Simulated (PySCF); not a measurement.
PySCF input:

```python
from pyscf import gto, scf, dft

mol = gto.M(
    atom='''
    Si   -0.01469801   -0.50408292   -0.01115471
    O    -0.14847962    1.01906834    0.01640263
    H     1.39360918   -1.09538579    0.02494486
    ''',
    basis='def2-tzvpd',
    charge=0,
    spin=1,
    verbose=4,
)

mf = dft.UKS(mol, xc='m062x').density_fit(auxbasis='def2-universal-jkfit')
mf.grids.level = 4
mf.conv_tol = 1e-9
mf.max_cycle = 100
mf.max_memory = 1500
mf.kernel()
if not mf.converged:
    mf = mf.newton()
    mf.kernel(mf.make_rdm1())
for _ in range(2):
    mo, _, stable, _ = mf.stability(return_status=True)
    if stable:
        break
    mf.kernel(mf.make_rdm1(mo, mf.mo_occ))
mf.analyze()
```

Predict the final energy.

-365.25596 Eh (M06-2X/def2-TZVPD).

It need not be the lowest isomer of its formula.
